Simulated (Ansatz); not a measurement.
Geometry optimisation, RKS r2SCAN/6-31G* in Ansatz 0.2.0.

input.yaml

```yaml
crystal:
  periodic: [false, false, false]
  atoms:
    - { symbol: B, position_ang: [0.115406, -0.441229, -0.460312] }
    - { symbol: Cl, position_ang: [0.100733, 0.122419, 2.55118] }
    - { symbol: Cl, position_ang: [1.58954, 0.333073, -0.981937] }
    - { symbol: F, position_ang: [-1.056601, 0.114352, -0.675778] }
    - { symbol: F, position_ang: [0.164309, -1.645245, 0.091264] }
    - { symbol: H, position_ang: [0.159712, -1.147169, 2.156283] }
basis:
  gaussian: { orbitals: "6-31G*" }
hamiltonian:
  xc: r2scan
relax:
  f_tol: 0.03
  max_steps: 50
output:
  orbitals: {}
```

Launched with:

```bash
$ ansatz run input.yaml --threads 2 --pin off --max-ram 3072MiB --backend cpu --events-out ev --progress --plain --runs-dir out
```

Question: Where does it end, and by what steps?

Answer: The forces met the threshold. The force dipped under the threshold on the way, but the program's further checks kept it going. After 10 steps the energy has fallen by 0.057 eV; H6 moved furthest, 0.37 Å.

```
step  energy less start (eV)  largest force component (eV/Å)  accepted
   0                  0.0000                           1.145       yes
   1                 -0.0209                           0.636       yes
   2                 -0.0419                           0.518       yes
   3                 -0.0463                           0.581       yes
   4                 -0.0018                           1.696        no
   5                 -0.0543                           0.141       yes
   6                 -0.0567                           0.014       yes
   7                 -0.0569                           0.063       yes
   8                 -0.0569                           0.095        no
   9                 -0.0571                           0.034       yes
  10                 -0.0574                           0.005       yes
```

```xyz
6
Properties=species:S:1:pos:R:3
B 0.118 -0.437 -0.574
Cl 0.108 0.107 2.618
Cl 1.590 0.360 -1.075
F -1.052 0.133 -0.762
F 0.168 -1.651 -0.049
H 0.142 -1.176 2.521
```

Whether the end is a true minimum wasn't checked by a vibrational analysis.

The run took 30 s on 2 threads of Arm Neoverse V1, on a shared host, peak memory 0.17 GiB.
